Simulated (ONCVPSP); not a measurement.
**Scattering properties, ONCV potential for Ce (Z = 58)**

```
Element                 : Ce
Generator               : ONCVPSP 4.0.1
Type                    : optimised norm-conserving Vanderbilt (ONCV)
Functional              : PBE
Relativity              : scalar-relativistic
Frozen core             : [Kr] 4d10
Valence charge          : 12
Reference configuration : 4f1 5s2 5p6 5d1 6s1 (charge +1)
Partial waves           : 5s+6s: rc 2.55 bohr, ncon 4, nbas 8, qcut 5.6 1/bohr, 2 projectors; 5p: rc 2.70 bohr, ncon 4, nbas 9, qcut 6.4 1/bohr, 2 projectors, debl 4 Ha; 5d: rc 2.40 bohr, ncon 3, nbas 8, qcut 3.7 1/bohr, 1 projector; 4f: rc 1.45 bohr, ncon 3, nbas 8, qcut 13 1/bohr, 3 projectors, debl 0.5 Ha
Local potential         : polynomial inside 1.25 bohr (lpopt 5, dvloc0 0 Ha)
Core correction         : Teter function, fcfact 3.25, rcfact 1.35
```

The phase is arctan(r·R′/R) of the radial function R(r), unwrapped; energies in Ha, scanned from -3 to 5 Ha. A pole is an energy at which the radial function vanishes at the test radius. The pseudo phase is shifted by a multiple of π to meet the all-electron one at the reference energy, and phase errors are pseudo minus all-electron; the curves can meet again beyond the range given. Levels narrower than the energy grid can be missing from the lists of poles.

Problem. For each channel, where are the poles, and over which energies does the pseudopotential scatter like the atom?

Solution.

```json
{"channel": "s", "radius (bohr)": "2.58", "reference energy (Ha)": "-0.31", "poles, all-electron": "-1.56, 2.35", "poles, pseudo": "-1.56, 2.33", "unbroken range about the reference energy with phases within 0.05 rad": "below 3.8", "phase error 1 Ha above the reference energy (rad)": "-0.001"}
{"channel": "p", "radius (bohr)": "2.74", "reference energy (Ha)": "-1.07", "poles, all-electron": "-0.87, 2.53", "poles, pseudo": "-0.87, 2.52, 3.94", "unbroken range about the reference energy with phases within 0.05 rad": "below 3.8", "phase error 1 Ha above the reference energy (rad)": "-0.005"}
{"channel": "d", "radius (bohr)": "2.43", "reference energy (Ha)": "-0.31", "poles, all-electron": "0.65", "poles, pseudo": "0.59, 2.63", "unbroken range about the reference energy with phases within 0.05 rad": "below 1.0", "phase error 1 Ha above the reference energy (rad)": "-0.019"}
{"channel": "f", "radius (bohr)": "1.47", "reference energy (Ha)": "-0.41", "poles, all-electron": "0.28", "poles, pseudo": "0.28", "unbroken range about the reference energy with phases within 0.05 rad": "the whole range", "phase error 1 Ha above the reference energy (rad)": "-0.000"}
```

Note: ghosts flagged at negative energy: s at -84.4 eV; GHOST(+) flagged for p at 107.4 eV. A true bound ghost makes a file unfit for plane-wave use.

Phases in the p channel:

| E (Ha) | all-electron | pseudo |
| --- | --- | --- |
| -2.98 | 1.359 | 1.359 |
| -2.76 | 1.344 | 1.344 |
| -2.54 | 1.324 | 1.324 |
| -2.32 | 1.299 | 1.298 |
| -2.10 | 1.262 | 1.262 |
| -1.88 | 1.206 | 1.205 |
| -1.66 | 1.097 | 1.096 |
| -1.44 | 0.782 | 0.780 |
| -1.22 | -0.660 | -0.661 |
| -1.00 | -1.438 | -1.438 |
| -0.78 | -1.635 | -1.635 |
| -0.56 | -1.744 | -1.745 |
| -0.34 | -1.843 | -1.845 |
| -0.12 | -1.968 | -1.972 |
| 0.10 | -2.177 | -2.188 |
| 0.32 | -2.627 | -2.655 |
| 0.54 | -3.460 | -3.498 |
| 0.76 | -4.059 | -4.077 |
| 0.98 | -4.322 | -4.331 |
| 1.20 | -4.455 | -4.460 |
| 1.42 | -4.534 | -4.537 |
| 1.64 | -4.588 | -4.590 |
| 1.86 | -4.628 | -4.630 |
| 2.08 | -4.660 | -4.661 |
| 2.30 | -4.687 | -4.688 |
| 2.52 | -4.712 | -4.712 |
| 2.74 | -4.735 | -4.735 |
| 2.96 | -4.758 | -4.758 |
| 3.18 | -4.783 | -4.783 |
| 3.40 | -4.811 | -4.814 |
| 3.62 | -4.846 | -4.858 |
| 3.84 | -4.894 | -5.059 |
| 4.06 | -4.966 | -7.998 |
| 4.28 | -5.096 | -8.108 |
| 4.50 | -5.405 | -8.270 |
| 4.72 | -6.296 | -8.666 |
| 4.94 | -7.171 | -9.700 |
